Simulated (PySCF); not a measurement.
# Frontier levels across methods

C5H8Si.
Structure used (PBE0-D3(BJ)/def2-SVP), in Å, numbered top down from 1:
```
atom  x, y, z in Å
Si1   -2.2917    0.4669   -0.0062
C2    -0.7305    0.2639    1.0421
C3     0.3306   -0.4981    0.3010
C4     1.4000    0.0648   -0.2626
C5     2.6249    0.0269   -1.0160
C6     2.2303    1.2049   -0.5672
H7    -2.8013   -0.8719   -0.4399
H8    -1.9859    1.2717   -1.2299
H9    -3.3868    1.1586    0.7501
H10   -0.3714    1.2690    1.3208
H11   -1.0044   -0.2411    1.9853
H12    0.1948   -1.5776    0.1802
H13    3.3618   -0.5489   -1.5730
H14    2.4180    2.2745   -0.4984
```

Basis pcSseg-1 throughout (PySCF), one geometry. Geometry: PBE0-D3(BJ)/def2-SVP, one conformer, isolated molecule.

**Question.** How do the orbital energies, the gap and the dipole change with the method?

**Answer.** 
```
   method                    kind  HOMO (eV)  LUMO (eV)  gap (eV)  μ (D)  SCF cycles
     BLYP                     GGA      -4.52      -1.56      2.95   2.48          15
    B97-D                     GGA      -4.62      -1.59      3.03   2.50          14
     OPBE                     GGA      -4.65      -1.59      3.06   2.49          14
      KT3                     GGA      -4.67      -1.61      3.06   2.50          14
      KT2                     GGA      -4.69      -1.67      3.02   2.53          15
      PBE                     GGA      -4.69      -1.72      2.97   2.49          14
     BP86                     GGA      -4.79      -1.81      2.98   2.49          14
      LDA                     LDA      -4.87      -1.97      2.89   2.47          15
    B97-2           global hybrid      -5.44      -0.66      4.78   2.52          13
    B3LYP           global hybrid      -5.47      -0.84      4.63   2.50          14
     PBE0           global hybrid      -5.67      -0.61      5.07   2.53          14
 mPW1PW91           global hybrid      -5.69      -0.61      5.08   2.52          14
BHandHLYP           global hybrid      -6.49       0.61      7.10   2.56          12
CAM-B3LYP  range-separated hybrid      -6.89       0.64      7.53   2.48          12
  wB97X-D  range-separated hybrid      -7.44       1.28      8.72   2.48          13
       HF            Hartree–Fock      -7.67       3.47     11.15   2.72          11
  LC-wPBE  range-separated hybrid      -8.21       1.86     10.07   2.45          13
```

The HOMO spans 3.69 eV, from BLYP down to LC-wPBE, and the gap runs from 2.89 eV (LDA) to 11.15 eV (HF). Over the methods BLYP (0 %), B97-D (0 %), OPBE (0 %), KT3 (0 %), KT2 (0 %), PBE (0 %), BP86 (0 %), LDA (0 %), B97-2 (21 %), B3LYP (20 %), PBE0 (25 %), mPW1PW91 (25 %), BHandHLYP (50 %), HF (100 %), a straight line through the gap against the share of exact exchange rises by 0.82 eV for each 10 % (correlation coefficient 1.000). The dipole ranges from 2.45 D (LC-wPBE) to 2.72 D (HF). This basis has no diffuse functions.

The vertical ΔSCF ionisation energy at CAM-B3LYP/def2-SVPD is 7.61 eV; −ε(HOMO) comes closest to it with HF (7.67 eV).
